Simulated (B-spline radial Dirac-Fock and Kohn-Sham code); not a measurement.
Gd²⁺ 5d5/2: cross section and angular parameters

System: gadolinium as Gd²⁺ in the configuration 1s2 2s2 2p6 3s2 3p6 3d10 4s2 4p6 4d10 4f7 5s2 5p6 5d1; threshold 18.56 eV (orbital energy of the model). Model: Dirac-Hartree-Slater photoionisation with a Latter tail; cross sections with all multipoles, angular parameters from the dipole term and its interference with E2. Program: a radial atomic solver.

Input of the calculation (task.json; shells as n, l, electrons):

```json
{"items": [{
  "Z": 64,
  "q": 2,
  "cfg": [[1, 0, 2], [2, 0, 2], [2, 1, 6], [3, 0, 2], [3, 1, 6], [3, 2, 10], [4, 0, 2], [4, 1, 6], [4, 2, 10], [4, 3, 7], [5, 0, 2], [5, 1, 6], [5, 2, 1]],
  "A": 158,
  "rrms": 5.1569,
  "do": "xps",
  "hv": [78.4, 80, 130.0, 144.0, 150, 217.0, 277.0, 318.0, 378.0, 587.0, 600, 655.0, 708.0, 1000.0, 1210.0, 1253.6, 1486.9, 1750.0, 1970.0, 2000, 2220.0, 3060.0, 3490.0, 4130.0, 5000.0, 5414.7, 8047.8, 8220.0, 11700.0, 12300.0]
}]}
```

Command: `python xray2_run.py task.json out`

For linearly polarised light dσ/dΩ = σ/(4π) [1 + β P₂(cos θ) + (δ + γ cos²θ) sin θ cos φ], with θ from the polarisation vector and φ the angle between the beam and the projection of the electron momentum on the plane normal to the polarisation.

```
hν (eV)   σ (kb)       β       γ       δ
   78.4     40.5   1.968   0.195   0.004
     80     36.9   1.980   0.198   0.003
    130     4.66   0.230  -0.049   0.028
    144     4.10  -0.364  -0.105   0.049
    150        ?       ?       ?       ?
    217     4.75  -0.128   0.102   0.046
    277     4.93   0.355   0.169   0.025
    318     4.75   0.569   0.169   0.015
    378     4.32   0.781   0.142   0.005
    587     2.78   1.135   0.023  -0.002
    600     2.70   1.148   0.018  -0.002
    655     2.40   1.193  -0.002  -0.001
    708     2.14   1.228  -0.016   0.000
   1000     1.20   1.335  -0.031   0.008
   1210    0.826   1.364  -0.001   0.014
 1253.6    0.768   1.367   0.008   0.015
 1486.9    0.532   1.375   0.062   0.021
   1750    0.367   1.371   0.135   0.028
   1970    0.276   1.361   0.198   0.033
   2000    0.266   1.360   0.207   0.034
   2220    0.206   1.347   0.271   0.039
   3060   0.0883   1.285   0.505   0.060
   3490   0.0612   1.252   0.612   0.071
   4130   0.0376   1.203   0.756   0.088
   5000   0.0212   1.141   0.926   0.111
 5414.7   0.0166   1.114   0.999   0.122
 8047.8  0.00461   0.968   1.363   0.193
   8220  0.00429   0.960   1.382   0.197
  11700  0.00127   0.822   1.688   0.288
  12300  0.00106   0.803   1.730   0.303
```

Q: Give the values at 150 eV.

A: σ = 4.04 kb, β = -0.497, γ = -0.104, δ = 0.054.
